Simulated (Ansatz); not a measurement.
Coupled-cluster run, C3H9ClHf (`[CH3][Hf]([CH3])([CH3])[Cl]`).

```yaml
crystal:
  periodic: [false, false, false]
  atoms:
    - {symbol: C, position_ang: [-1.635238, 1.190756, 0.407486]}
    - {symbol: Hf, position_ang: [0.204449, 0.371800, -0.485958]}
    - {symbol: C, position_ang: [1.687797, 0.193069, 1.134089]}
    - {symbol: C, position_ang: [-0.243981, -1.690084, -1.122073]}
    - {symbol: Cl, position_ang: [1.015045, 1.681278, -2.272866]}
    - {symbol: H, position_ang: [-1.491743, 1.393940, 1.476701]}
    - {symbol: H, position_ang: [-1.957995, 2.125732, -0.064588]}
    - {symbol: H, position_ang: [-2.462696, 0.474747, 0.319844]}
    - {symbol: H, position_ang: [1.925479, 1.163588, 1.586476]}
    - {symbol: H, position_ang: [1.306334, -0.455954, 1.933346]}
    - {symbol: H, position_ang: [2.630256, -0.242523, 0.780762]}
    - {symbol: H, position_ang: [-0.671346, -2.265635, -0.290667]}
    - {symbol: H, position_ang: [0.658481, -2.217269, -1.454740]}
    - {symbol: H, position_ang: [-0.964861, -1.723455, -1.947812]}
basis:
  gaussian: {orbitals: def2-SVP}
correlation: {method: ccsd_t}
```

```sh
$ ansatz run in.yaml --threads 4 --pin off --events-out ev --progress --plain --max-ram 11315MiB
```

Output of Ansatz, abridged:

```
Functional definition: HF
1392 factors; integrals over basis functions are off by at most 1.3e-3 eV
mean field evaluation 1: about -17020.0720 eV, gradient 4.3e1 eV
mean field evaluation 2: about -17020.0776 eV, gradient 4.3e1 eV
mean field evaluation 4: about -17025.0619 eV, gradient 3.3e0 eV
mean field evaluation 8: about -17025.1214 eV, gradient 7.4e-4 eV
mean field -17025.12138026 eV, -625.6616706829 hartree, gradient 4.2e-6 eV, S^2 0.000000; 0 other end points of the search recorded, 0 dependent functions left out
8 core orbitals not correlated: weight in the atoms' cores, before any rotation towards them, 1.000 or more for the frozen orbitals, at most 0.000 for the correlated occupied ones
reference -17025.12138026 eV, -625.6616706829 hartree; 20, 20 occupied and 109, 109 virtual orbitals, 1392 factors
second order -21.72191009 eV of doubles, -0.00000000 eV of singles
cycle   1  -22.71607433 eV  change   -9.9e-1 eV  update   1.2e-1
cycle   2  -23.23648978 eV  change   -5.2e-1 eV  update   3.4e-2
cycle   3  -23.38722339 eV  change   -1.5e-1 eV  update   2.0e-2
cycle   4  -23.38591308 eV  change    1.3e-3 eV  update   5.1e-3
cycle   5  -23.38360057 eV  change    2.3e-3 eV  update   1.8e-3
cycle   6  -23.38335422 eV  change    2.5e-4 eV  update   5.5e-4
cycle   7  -23.38328538 eV  change    6.9e-5 eV  update   1.9e-4
cycle   8  -23.38335421 eV  change   -6.9e-5 eV  update   6.8e-5
cycle   9  -23.38336874 eV  change   -1.5e-5 eV  update   2.6e-5
perturbative correction -0.71030382 eV, -0.0261031838 hartree
Total energy: -17049.21505281 eV, -626.5470968179 hartree
```

It took 28 s on 4 threads of an Arm Neoverse V2 on a shared host, with 1.1 GiB of host memory at the peak.

Correlation energy per correlated electron: -0.602 eV. T1 diagnostic: 0.0128.
